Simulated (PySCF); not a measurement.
NICS in rings of unrelated molecules.

NICS = −σ at a ghost point: NICS(0) at the centroid of the ring atoms, NICS(1) 1 Å to either side along the normal of their mean plane, zz for the tensor component along that normal. Level: GIAO PBE0/pcSseg-1 (PySCF, non-relativistic, gas phase) on the GFN2-xTB geometries, one conformer each. Atom numbers follow the mapped SMILES.

**Question.** Order these rings by mean NICS(1)zz, lowest (most negative) first (ppm).
A. ring C4–C5–C6–C7–C8–C9–C10 in `[CH3:1][C:2](=[O:3])[c:4]1[cH:5][cH:6][cH:7][cH:8][cH:9][c:10]1=[O:11]`
B. ring C3–C4–C5 in `[H]/[N:1]=[CH:2]\[C@@H:3]1[CH2:4][C@@H:5]1[S:6](=[O:7])(=[O:8])[O-:9]` (charge -1)
C. ring N5–C6–C7–C8–C9 in `[NH2:1][Si@@H:2]([CH2:3][SiH3:4])[N:5]1[CH2:6][CH2:7][CH2:8][CH2:9]1`
D. ring C6–C7–C8–C9–C10–C11 in `[CH2:1]=[CH:2][O:3][C:4](=[O:5])[c:6]1[cH:7][cH:8][cH:9][cH:10][cH:11]1`
E. ring Si6–N7–Si8–N9 in `[CH3:1][CH2:2][C:3]([CH3:4])([CH3:5])[SiH:6]1[NH:7][SiH2:8][NH:9]1`
F. ring C3–C4–Si5–C6 in `[Cl:1][CH2:2][C:3]1=[CH:4][SiH2:5][C@H:6]1[Cl:7]`
G. ring Si2–Si3–Si4–Si5 in `[Cl:1][SiH:2]1[SiH2:3][SiH2:4][SiH2:5]1`

**Answer.** D (-28.1), B (-23.7), A (-9.2), C (-6.5), E (-0.3), F (2.4), G (6.5).

```csv
SMILES,ring,NICS(0),NICS(1),NICS(1)zz,HOMA,rms pucker (Å),ring atoms with four or more neighbours
C=COC(=O)c1ccccc1,6-membered carbocycle; formal bonds all aromatic,-8.4,-11.3,-28.1,0.99,0.00,0
[H]/N=C\[C@@H]1C[C@@H]1S(=O)(=O)[O-],3-membered carbocycle; formal bonds all single,-40.7,-8.6,-23.7,–,0.00,3
CC(=O)c1cccccc1=O,7-membered carbocycle; bonds drawn aromatic by RDKit's count,-0.5,-4.4,-9.2,0.33,0.13,0
N[Si@@H](C[SiH3])N1CCCC1,5-membered ring with N; formal bonds all single,-6.6,-4.1,-6.5,–,0.17,4
CCC(C)(C)[SiH]1N[SiH2]N1,4-membered ring with 2 N and 2 Si; formal bonds all single,-7.9,-1.6,-0.3,–,0.03,2
ClCC1=C[SiH2][C@H]1Cl,"4-membered ring with Si; formal bonds 1 double, 3 single",0.5,-2.9,2.4,–,0.01,2
Cl[SiH]1[SiH2][SiH2][SiH2]1,4-membered ring with 4 Si; formal bonds all single,3.0,-0.4,6.5,–,0.03,4
```

NICS(0) gives another order. The isotropic NICS(1) gives another order. HOMA uses Krygowski's 1993 parameters; it is left out where a ring has a four-coordinate atom, a triple bond, no multiple bond or a kind of bond without parameters. NICS(1) and NICS(1)zz are means over the two faces.
